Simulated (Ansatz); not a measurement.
The same molecule with X = B, Al, In. Ansatz, PBE0-D4/def2-TZVP geometries, multiplicity 1. Each molecule was computed in one conformer, which needn't be the lowest.

Elements past krypton have def2 core potentials.

```
 X         molecule  mean X–F bond length / Å  mean X–H bond length / Å  mean X–N bond length / Å  zero-point energy (PBE0-D4/def2-TZVP) / kJ/mol  HOMO energy (PBE0/def2-TZVPP) / eV  HOMO energy (ωB97M-V/def2-TZVPP) / eV
 B           `CNBF`                     1.340                     1.197                     1.388                                           186.8                               -7.78                                 -10.13
In  `C[NH][InH][F]`                     1.963                     1.685                     1.984                                           161.1                               -6.69                                  -9.01
```

Give the row for X = Al, `C[NH][AlH][F]`. (Best estimate.)

Computed: 
```
 X         molecule  mean X–F bond length / Å  mean X–H bond length / Å  mean X–N bond length / Å  zero-point energy (PBE0-D4/def2-TZVP) / kJ/mol  HOMO energy (PBE0/def2-TZVPP) / eV  HOMO energy (ωB97M-V/def2-TZVPP) / eV
Al  `C[NH][AlH][F]`                     1.652                     1.571                     1.758                                           167.6                               -7.04                                  -9.38
```

From B to In the mean X–F bond length rises at each step, by 0.623 Å in all; the mean X–H bond length rises at each step, by 0.488 Å in all; the mean X–N bond length rises at each step, by 0.596 Å in all; the zero-point energy (PBE0-D4/def2-TZVP) falls at each step, by 25.7 kJ/mol in all; the HOMO energy (PBE0/def2-TZVPP) rises at each step, by 1.09 eV in all; the HOMO energy (ωB97M-V/def2-TZVPP) rises at each step, by 1.12 eV in all. Bonds lengthen as the atom grows down the group.
